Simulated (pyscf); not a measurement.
**`[O][InH2]`, doublet**

Gas-phase minimum from PySCF at ωB97X-D3(BJ)/def2-SVP, one conformer. •O–InH₂ lies 45.5 kcal/mol over its isomer [HO–InH]•, and others may lie lower still (electronic energy, ωB97M-D3(BJ)). 

SMILES: [O][InH2]
```xyz
4

O      1.6544     0.3254    -1.2011
In     0.5725    -0.3107     0.3856
H      1.4026    -0.1588     1.8728
H     -0.9804    -0.8875    -0.0389
```
Charge 0, spin multiplicity 2.

Bond lengths (Å): O1–In2 2.023, In2–H3 1.710, In2–H4 1.710. Bond angles (°): O1–In2–H3 113.2, O1–In2–H4 113.4, H3–In2–H4 133.4.

Properties at ωB97X-D3(BJ)/def2-SVP:

```yaml
harmonic_wavenumbers_unscaled: 350, 546, 562, 610, 1878, 1880 cm⁻¹
zero_point_energy: 8.3 kcal/mol
rotational_symmetry_number: 2
Entropy of this conformer at 298 K and 1 atm, rigid rotor and harmonic oscillator, modes under 100 cm⁻¹ raised to 100: 270.4 J/(mol K)
dipole_moment: 2.50 D
Spin expectation value S2: 0.755
```

Single-point totals, which compare only within one level (frozen core for MP2 and CC):

| level | total energy (hartree) |
|---|---|
| ωB97X-D3(BJ)/def2-TZVP | -266.57965 |
| PBE/def2-TZVP | -266.41764 |
| r²SCAN/def2-TZVP | -266.53461 |
| B3LYP-D3(BJ)/def2-TZVP | -266.57451 |
| PBE0-D3(BJ)/def2-TZVP | -266.41722 |
| M06-2X/def2-TZVP | -266.39009 |
| ωB97M-D3(BJ)/def2-TZVP | -266.54202 |
| UHF/def2-TZVPP | -265.20908 |
| MP2/def2-TZVPP | -265.68794 |
| CCSD/def2-TZVPP | -265.70563 |
| CCSD(T)/def2-TZVPP | -265.72031 |

The CCSD(T) − MP2 part came from Ansatz, without density fitting, on the same reference. The frozen core leaves the outer d or s,p core shells of the metals and heavy elements correlated in the MP2 and CC values, and def2-TZVPP describes them poorly, so these totals are far from the basis limit. Elements past Kr carry the def2 core potentials, without spin-orbit coupling.
